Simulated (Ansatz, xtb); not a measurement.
# Two isomers of C6H4BrN

Structure I: `N#CC1=CCC(Br)=C1`, a singlet. Structure II: `N#CC1=CCC=C1Br`, a singlet. Both are isolated molecules in the gas phase, relaxed with r2SCAN-D4/def2-SVP.

Task: Which of the two would you expect CCSD(T)/def2-SVP + ΔMP2/def2-TZVPP electronic energies to favour?

Result: Too close to call at this level: CCSD(T)/def2-SVP + ΔMP2/def2-TZVPP gives E(II) − E(I) = +3.25 kJ/mol.

Level by level:

| level | geometry | E(II) − E(I) (kJ/mol) | departure from the last row (kJ/mol) | job, with rough time for the two |
| --- | --- | --- | --- | --- |
| GFN2-xTB | GFN2-xTB | +6.55 | +3.30 | optimisation, 0.19 s |
| HF/STO-3G | GFN2-xTB | +2.85 | −0.40 | single point, 0.54 s |
| r2SCAN-D4/def2-SVP//GFN2-xTB | GFN2-xTB | +4.35 | +1.10 | single point, 4.6 s |
| r2SCAN-D4/def2-SVP | r2SCAN-D4/def2-SVP | +4.01 | +0.76 | optimisation, 39 s |
| HF/def2-SVP | r2SCAN-D4/def2-SVP | +6.52 | +3.27 | part of the CCSD(T) run |
| MP2/def2-SVP | r2SCAN-D4/def2-SVP | +3.28 | +0.03 | part of the CCSD(T) run |
| CCSD(T)/def2-SVP | r2SCAN-D4/def2-SVP | +4.03 | +0.78 | single point |
| CCSD(T)/def2-SVP + ΔMP2/def2-TZVPP | r2SCAN-D4/def2-SVP | +3.25 |  | single point, 2.3 min |

As drawn, both hold the same kinds of bond in the same numbers.

The largest departure from CCSD(T)/def2-SVP + ΔMP2/def2-TZVPP is that of GFN2-xTB, 3.30 kJ/mol. The last row adds to CCSD(T) the change of the MP2 difference between the two basis sets, here −0.78 kJ/mol.

With thermal terms from frequencies at re-optimised GFN2-xTB minima (ideal gas, soft modes damped towards free rotors, one conformer each, 298.15 K, 1 atm): on the last row, ΔE + ΔZPE = +2.97, ΔH = +2.94, ΔG = +3.03 kJ/mol.

The correlated steps freeze 16 core orbitals; the filled d shell of Br is correlated, in a basis made for valence electrons. Programs: Ansatz 0.2.0, xtb 6.7.1; the last row on 4 threads of Arm Neoverse V1 on a shared host.
